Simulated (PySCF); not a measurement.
## Polarisability and C₆ of V (vanadium, neutral)

[Ar] 3d3 4s2, high-spin 4F determinant. Computed with PySCF 2.14 in aug-cc-pVQZ-DK, with scalar relativity by spin-free X2C-1e. Coupled (time-dependent) response in atomic units; α is the mean over directions.

```
   method  mean α (bohr³)  C₆ (like pair)  S(−4)
BHandHLYP           92.53            1005   4427
```

S(−4) is the Cauchy moment in α(ω) = α(0) + S(−4) ω² + …

Reference α: 87 ± 10 bohr³ (recommended; Schwerdtfeger and Nagle, table of static dipole polarizabilities (2023 update)). Published C₆: 832.0 (Chu and Dalgarno (2004); Tang, Norbeck and Certain (1976)).

α(iu) at BHandHLYP:

| u (hartree) | α(iu) (bohr³) |
| --- | --- |
| 0 | 92.53 |
| 0.0500 | 82.80 |
| 0.100 | 63.68 |
| 0.200 | 34.79 |
| 0.300 | 20.99 |
| 0.500 | 10.37 |
| 0.750 | 5.932 |
| 1.00 | 4.035 |
| 1.50 | 2.351 |
| 2.00 | 1.582 |
| 3.00 | 0.8740 |
| 5.00 | 0.3873 |

A single London oscillator, α(iu) = α/(1 + u²/ω²), gives C₆ = (3/4) ω α². Matching the computed C₆ needs ω = 4 × 1005 / (3 × 92.53²) = 0.157 hartree.
